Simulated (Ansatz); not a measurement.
Isolated molecules relaxed with PBE0-D4/def2-TZVP in Ansatz; ΔE leaves out vibrations. CCSD(T)/CBS is the MP2 limit (def2-TZVPP, def2-QZVPP) plus CCSD(T) − MP2 in def2-TZVPP, frozen cores. This one scheme is used for every species. Functionals use def2-TZVPP. For Se outer-core shells are correlated without core-valence functions, which leaves a few kJ/mol of doubt a bond. Scalar relativity is left out up to krypton. Each species was taken in one conformer, which may not be the lowest.

Consider the cleavage of the Si–B bond: `C[SiH2]BS` + `CC[SeH]` → `CC[Se][SiH2]C` + `BS`.

**Question.** Is it downhill or uphill in electronic energy at CCSD(T)/CBS, and by how much? (An estimate is asked.)

**Answer.** Computed: Downhill: ΔE = -77.7 kJ/mol.

**Question.** What do these levels give: PBE-D4, r2SCAN, MP2/def2-QZVPP, HF/CBS(def2), MP2/CBS(def2), CCSD/CBS(def2)? (Best estimate.)

**Answer.** Ansatz gave: PBE-D4 -67.8, r2SCAN -72.7, MP2/def2-QZVPP -86.3, HF/CBS(def2) -80.0, MP2/CBS(def2) -88.0, CCSD/CBS(def2) -77.7 kJ/mol.

Largest T1 diagnostic among the species: 0.015.

The D4 term adds −5.5 kJ/mol with B3LYP and −3.1 kJ/mol with PBE0; it sums over pairs of atoms, weighted by their polarisabilities, and B3LYP, whose exchange is more repulsive, gets the larger term. From PBE to PBE0 (25 % exact exchange), in def2-TZVPP and without D4, ΔE moves by −4.7 kJ/mol.

B3LYP here is the variant with VWN-RPA as its local correlation; programs differ in this.
